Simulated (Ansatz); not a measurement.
Ansatz (a quantum-chemistry and plane-wave program) input (HSE06/def2-TZVPD):

Ansatz 0.2 input:
```yaml
crystal:
  periodic: [false, false, false]
  atoms:
    - {symbol: C, position_ang: [-0.01842575, -0.01201890, -1.11898932]}
    - {symbol: C, position_ang: [0.00331066, 0.00215950, 0.20105489]}
    - {symbol: H, position_ang: [0.85046000, 0.27258854, -1.70682953]}
    - {symbol: H, position_ang: [-0.90609165, -0.30887639, -1.67165997]}
    - {symbol: C, position_ang: [0.02438704, 0.01590737, 1.48101601]}
basis:
  gaussian:
    orbitals: def2-TZVPD
hamiltonian:
  xc: {name: HSE06}
output: {forces: true}
```

Output:

```
Functional definition: HSE06
integrals: 0.03 GiB planned
624 factors; their error is unknown
integrals: 0.06 GiB planned
79 factors; integrals over basis functions are off by at most 5.9e-6 eV
mean field: 0.38 GiB planned
mean field evaluation 1: about -3131.3097 eV, gradient 3.9e1 eV
mean field evaluation 2: about -3130.4346 eV, gradient 4.1e1 eV
mean field evaluation 4: about -3135.1311 eV, gradient 3.4e0 eV
mean field evaluation 8: about -3135.1589 eV, gradient 4.1e-1 eV
mean field evaluation 16: about -3135.1591 eV, gradient 2.0e-5 eV
mean field -3135.15912333 eV, -115.2149726954 hartree, gradient 2.0e-5 eV, S^2 0.000000; 0 other end points of the search recorded, 0 dependent functions left out
the calculation of the forces begins
reference -3135.15915595 eV, -115.2149738939 hartree; 10, 10 occupied and 119, 119 virtual orbitals, 624 factors
Total energy: -3135.15915595 eV, -115.2149738939 hartree
Atom 0 at    -0.018426    -0.012019    -1.118989 Å, force     0.001252     0.000817     0.076055 eV/Å
Atom 1 at     0.003311     0.002159     0.201055 Å, force    -0.002837    -0.001851    -0.172301 eV/Å
Atom 2 at     0.850460     0.272589    -1.706830 Å, force     0.052866     0.017425    -0.015320 eV/Å
Atom 3 at    -0.906092    -0.308876    -1.671660 Å, force    -0.053336    -0.017731    -0.013194 eV/Å
Atom 4 at     0.024387     0.015907     1.481016 Å, force     0.002054     0.001340     0.124760 eV/Å
Dipole moment:    -0.015091    -0.009844    -0.916467 e Å
```
